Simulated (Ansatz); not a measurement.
`BN1[SiH2][SiH]1Cl` + `C=C=N` → `BN=C=C` + `Cl[SiH]1N[SiH2]1` at 500 K and 1 bar (ligand exchange at a B–N bond).

Calculated with Ansatz (gas phase, PBE0-D4/def2-TZVP geometries, no zero-point term in ΔE). CCSD(T)/CBS adds triple-zeta CCSD(T) − MP2 to the extrapolated MP2 energy (def2 sets, frozen cores). This one scheme is used for every species. Each species was taken in one conformer, which may not be the lowest.

```
            species  CCSD(T)/CBS energy (Eh)  H − E (kJ/mol)  S (J/(mol·K))
`BN1[SiH2][SiH]1Cl`              -1120.50903           193.1          422.3
            `C=C=N`               -132.55079           140.3          282.8
           `BN=C=C`               -157.96924           180.6          324.1
 `Cl[SiH]1N[SiH2]1`              -1095.09347           153.6          375.7
```

H − E and S are ideal-gas, rigid-rotor, harmonic terms from PBE0-D4/def2-TZVP, for one conformer and one mirror image of each species. 1 Eh = 2625.50 kJ/mol, R = 8.31446 J/(mol·K).

Task: By hand: ΔE, ΔH, ΔS and ΔG.

Result: ΔE = (-157.96924) + (-1095.09347) − (-1120.50903) − (-132.55079) = -0.00289 Eh = -7.6 kJ/mol. Δ(H − E) = 180.6 + 153.6 − 193.1 − 140.3 = 0.8, so ΔH = -6.8 kJ/mol. ΔS = 324.1 + 375.7 − 422.3 − 282.8 = -5.3 J/(mol·K). ΔG = -6.8 − 500 × (-5.3)/1000 = -4.2 kJ/mol.

Task: By hand: the equilibrium constant, and the temperature at which ΔG would vanish if ΔH and ΔS stayed fixed.

Result: log₁₀ K = −ΔG/(RT ln 10) = 0.4. ΔG = 0 at ΔH/ΔS = 1283 K, though so small a ΔH makes that figure unsure.

TΔS isn't small against ΔH here. The sign of ΔG lies within the doubt. A doubt of 5 kJ/mol in ΔE shifts log₁₀ K by 0.5 here. Other conformers and mirror images would add mixing entropy, several J/(mol·K) or more a flexible species. These are equilibria of isolated gas molecules and say nothing of rates. Largest T1 diagnostic: 0.017 (customary marks: 0.02 for closed shells, 0.045 for open ones).
